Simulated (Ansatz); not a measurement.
C₂H₈CdN₂, singlet, at a GFN2-xTB geometry (such geometries of metal compounds can be far from the true shape) (core potentials on Cd); PBE/def2-SVPD (Ansatz, a quantum-chemistry and plane-wave program).

Ansatz was given this input:
Ansatz 0.2 input:
```yaml
crystal:
  periodic: [false, false, false]
  atoms:
    - {symbol: Cd, position_ang: [0.23925113, 0.51072289, -0.46938928]}
    - {symbol: N, position_ang: [2.15947723, -0.18725850, 0.02030334]}
    - {symbol: H, position_ang: [2.89986657, 0.47366637, -0.21460405]}
    - {symbol: H, position_ang: [2.33870735, -0.99475001, -0.58273626]}
    - {symbol: N, position_ang: [-1.40438604, -0.46739936, 0.45674242]}
    - {symbol: C, position_ang: [-1.29690631, -0.17492835, 1.87099954]}
    - {symbol: C, position_ang: [-1.16865310, -1.87896937, 0.24110939]}
    - {symbol: H, position_ang: [-2.05284188, -0.75303159, 2.41784882]}
    - {symbol: H, position_ang: [-0.30695907, -0.44027407, 2.29725032]}
    - {symbol: H, position_ang: [-1.49193078, 0.88922676, 2.04009935]}
    - {symbol: H, position_ang: [-0.17739637, -2.21708422, 0.61112021]}
    - {symbol: H, position_ang: [-1.92997335, -2.45931484, 0.77731782]}
    - {symbol: H, position_ang: [-1.25580866, -2.10714608, -0.82758506]}
basis:
  gaussian:
    orbitals: def2-SVPD
hamiltonian:
  xc: pbe
```

What does Ansatz print? Leave out banner, timings and long lists.


```
Functional definition: PBE
1512 factors; their error is unknown
mean field evaluation 1: about -9712.8812 eV, gradient 9.9e1 eV
mean field evaluation 2: about -9530.7948 eV, gradient 2.4e2 eV
mean field evaluation 4: about -9726.0054 eV, gradient 6.3e1 eV
mean field evaluation 8: about -9736.8643 eV, gradient 1.0e0 eV
mean field evaluation 16: about -9736.7904 eV, gradient 2.2e-3 eV
mean field -9736.79040237 eV, -357.8204474535 hartree, gradient 7.6e-5 eV, S^2 0.000000; 1 other end points of the search recorded, 0 dependent functions left out
reference -9736.79045020 eV, -357.8204492114 hartree; 27, 27 occupied and 151, 151 virtual orbitals, 1512 factors
Total energy: -9736.79045020 eV, -357.8204492114 hartree
```
